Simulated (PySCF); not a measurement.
# State search for RbZn

Unrestricted PBE0; basis Rb def2-SVP with ECP28, Zn def2-SVP; scalar-relativistic core potentials; PySCF 2.14. Outer shells of the fragments: Rb 5s1; Zn 3d10 4s2.

Followed along the bond (rough minima from three points):

```json
{"2Ms+1": "2", "unpaired": "σ ↑", "⟨S²⟩ at the start": "0.75", "R at minimum (Å)": "4.15", "Te (eV)": "0.00"}
{"2Ms+1": "2", "unpaired": "π ↑", "⟨S²⟩ at the start": "0.75", "R at minimum (Å)": "3.28", "Te (eV)": "0.99"}
{"2Ms+1": "4", "unpaired": "σ ↑↑, π ↑", "⟨S²⟩ at the start": "3.75", "R at minimum (Å)": "3.49", "Te (eV)": "3.87"}
```

Solutions found at the starting distance of 3.250 Å, counted from the lowest of them; the search is not exhaustive and high or unbound solutions are not listed, so other states can lie among these:

```json
{"2Ms+1": "2", "unpaired": "σ ↑", "term": "²Σ⁺", "E (eV)": "0.00", "⟨S²⟩": "0.75", "⟨Lz²⟩": "0.00", "μ (D)": "0.91"}
{"2Ms+1": "2", "unpaired": "π ↑", "term": "²Π", "E (eV)": "0.83", "⟨S²⟩": "0.75", "⟨Lz²⟩": "1.00", "μ (D)": "-5.95"}
{"2Ms+1": "2", "unpaired": "δ ↑", "term": "²Δ", "E (eV)": "2.20", "⟨S²⟩": "0.75", "⟨Lz²⟩": "4.00", "μ (D)": "1.54"}
{"2Ms+1": "4", "unpaired": "σ ↑↑, π ↑", "term": "⁴Π", "E (eV)": "3.75", "⟨S²⟩": "3.75", "⟨Lz²⟩": "1.00", "μ (D)": "-1.83"}
{"2Ms+1": "4", "unpaired": "σ ↑, π ↑↑", "term": "⁴Σ⁻", "E (eV)": "4.34", "⟨S²⟩": "3.75", "⟨Lz²⟩": "0.00", "μ (D)": "-6.30"}
{"2Ms+1": "4", "unpaired": "σ ↑↑↑", "term": "⁴Σ⁺", "E (eV)": "4.48", "⟨S²⟩": "3.75", "⟨Lz²⟩": "0.00", "μ (D)": "5.54"}
{"2Ms+1": "4", "unpaired": "σ ↑, π ↑↑", "term": "mixed", "E (eV)": "5.75", "⟨S²⟩": "3.75", "⟨Lz²⟩": "2.00", "μ (D)": "7.65"}
{"2Ms+1": "4", "unpaired": "σ ↑↑, δ ↑", "term": "⁴Δ", "E (eV)": "6.02", "⟨S²⟩": "3.75", "⟨Lz²⟩": "4.00", "μ (D)": "3.53"}
```

A term symbol is given only where ⟨S²⟩ and ⟨Lz²⟩ are close to those of a pure state; real π, δ and φ orbitals otherwise mix terms. A positive dipole means Rb(−)Zn(+).

Problem. Compare the gap between the two lowest followed solutions at the starting distance with the gap between their minima.

Solution. At PBE0 the second solution (doublet, unpaired electrons π ↑) lies +0.83 eV from the first (doublet, unpaired electrons σ ↑) at 3.250 Å and +0.99 eV at the minima; the two curves relax by different amounts, since their minima lie near 3.28 and 4.15 Å.

Spin–orbit coupling is left out. Counting both spins, an empty level lies below a filled one in some of these solutions, because spin and occupation are held.
